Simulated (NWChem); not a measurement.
Species: AlH$_{2}$OBr; SMILES [OH][AlH][Br]

```xyz
5

Al    -0.5912     1.1864     0.0000
H     -2.1448     1.3982     0.0000
Br     0.3138    -0.8812     0.0000
O      0.4019     2.5568     0.0000
H      1.3598     2.5914     0.0000
```
Atoms are numbered in this order, from 1.

Program: NWChem. Geometry: optimised at PBE0/def2-SVP. Static field.

Predict the results for BHandHLYP/aug-cc-pVDZ. Quantities: isotropic polarisability (bohr³); anisotropy (bohr³).


| Item | Result |
|---|---|
| isotropic polarisability (bohr³) | 48.9 |
| anisotropy (bohr³) | 16.1 |
